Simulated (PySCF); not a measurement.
C₄H₄N₄.
SMILES: `CN1N=CC(C#N)=N1`

Method: TDDFT B3LYP/def2-SVPD, vertical, gas phase, core orbitals frozen in the response (PySCF 2.14.0, density-fitted response routines). Isolated species at its GFN2-xTB geometry, gas phase. GFN2-xTB frequencies show an imaginary mode (24i cm⁻¹), so this geometry is no minimum at that level.

Computed singlets:

```json
{"state": "S1", "E (eV)": "6.00", "f": "0.254"}
{"state": "S2", "E (eV)": "6.00", "f": "0.010"}
{"state": "S3", "E (eV)": "6.54", "f": "0.050"}
{"state": "S4", "E (eV)": "6.56", "f": "0.0015"}
{"state": "S5", "E (eV)": "6.79", "f": "0.0013"}
{"state": "S6", "E (eV)": "6.92", "f": "0.0044"}
{"state": "S7", "E (eV)": "7.27", "f": "0.139"}
{"state": "S8", "E (eV)": "7.41", "f": "0.015"}
```

Problem. Build the mean polarisability up from these states and compare it with the full response value.

Solution. Each state adds f / ΔE² (ΔE in hartree, 27.2114 eV).

```csv
state,f/ΔE² (au),running sum (au),running share of α (%)
S1,5.24,5.24,7.3
S2,0.21,5.45,7.6
S3,0.87,6.32,8.8
S4,0.03,6.35,8.8
S5,0.02,6.37,8.8
S6,0.07,6.44,8.9
S7,1.94,8.38,11.6
S8,0.20,8.57,11.9
```

The full response gives 72.17 au (10.69 Å³), so 63.6 au comes from the higher roots of the same equations.

Problem. By how much does the contribution of these states grow at 532 nm?

Solution. With ω = 0.0856 hartree each state's term in the mean polarisability goes from f / ΔE² to f / (ΔE² − ω²); the sum over all 8 states goes from 8.57 to 9.93 au, a rise of 1.36 au.

The largest single term belongs to S1, which also has the largest f.

Hardware: one thread of an Intel Xeon Platinum 8488C, shared host. Cost: 30 s (with the writing of density and orbital grids), 0.79 GiB resident at most.
